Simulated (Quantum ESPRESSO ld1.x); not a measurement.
Results of a calculation; reference values are marked as such.
How relativity changes the ionisation of the germanium ion Ge2+ ([Ar] 3d10 4s2) to Ge3+ ([Ar] 3d10 4s1). Spin-unpolarised spherical Kohn-Sham, PW91, point nucleus, ld1.x of Quantum ESPRESSO 7.5. A level marked "c x" has the speed of light scaled by that factor.

| level | E(Ge2+) (hartree) | E(Ge3+) (hartree) | IE (eV) | HOMO | <r> HOMO (bohr) |
|---|---|---|---|---|---|
| non-rel. | -2076.253 | -2074.990 | 34.352 | 4s | 1.968 |
| scalar-rel. | -2098.461 | -2097.178 | 34.901 | 4s | 1.939 |
| Dirac | -2098.560 | -2097.278 | 34.901 | 4s1/2 | 1.939 |
| Dirac, c x 0.75 | -2116.782 | -2115.483 | 35.357 | 4s1/2 | 1.916 |
| Dirac, c x 5 | -2077.122 | -2075.859 | 34.373 | 4s1/2 | 1.967 |
| Dirac, c x 10 | -2076.470 | -2075.207 | 34.357 | 4s1/2 | 1.967 |

NIST Atomic Spectra Database: 34.058 eV (measured). The relativistic part of the total energy of Ge2+ is -22.31 hartree (Dirac), 1.1 % of the non-relativistic value. Spin polarisation and multiplet splitting of open shells are left out at every level.

Beside tabulated values, note that spin-unpolarised runs miss the spin-polarisation part of the exchange energy of open shells.
